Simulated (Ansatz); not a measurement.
`[OH][GeH]([OH])[O][SiH3]` + `CC(=N)CCl` → `N=C([SiH3])CCl` + `C[O][GeH]([OH])[OH]`  (formal exchange of groups at the Si–O bond)

Isolated molecules relaxed with PBE0-D4/def2-TZVP in Ansatz; ΔE leaves out vibrations. CCSD(T)/CBS is the MP2 limit (def2-TZVPP, def2-QZVPP) plus CCSD(T) − MP2 in def2-TZVPP, frozen cores. Functionals use def2-TZVPP. B3LYP here is the variant with VWN-RPA as its local correlation; programs differ in this. For Ge outer-core shells are correlated without core-valence functions, which leaves a few kJ/mol of doubt a bond. Scalar relativity is left out up to krypton. One conformer a species, not always the lowest.

Task: Is it downhill or uphill in electronic energy at CCSD(T)/CBS, and by how much? (Best estimate.)

Result: Ansatz gave: Uphill: ΔE = +192.7 kJ/mol.

Task: What do these levels give: r2SCAN-D4, B3LYP-D4, PBE, MP2/def2-TZVPP, CCSD(T)/def2-TZVPP, MP2/CBS(def2)? (Estimate.)

Result: Computed: r2SCAN-D4 187.9, B3LYP-D4 186.2, PBE 171.5, MP2/def2-TZVPP 198.3, CCSD(T)/def2-TZVPP 191.1, MP2/CBS(def2) 200.0 kJ/mol.

Largest T1 diagnostic among the species: 0.012.

From PBE to PBE0 (25 % exact exchange), in def2-TZVPP and without D4, ΔE moves by +11.3 kJ/mol. In def2-TZVPP, CCSD(T) changes the Hartree–Fock value by −18.4 kJ/mol (the triples alone add −3.6 kJ/mol) and MP2 by −11.2 kJ/mol.
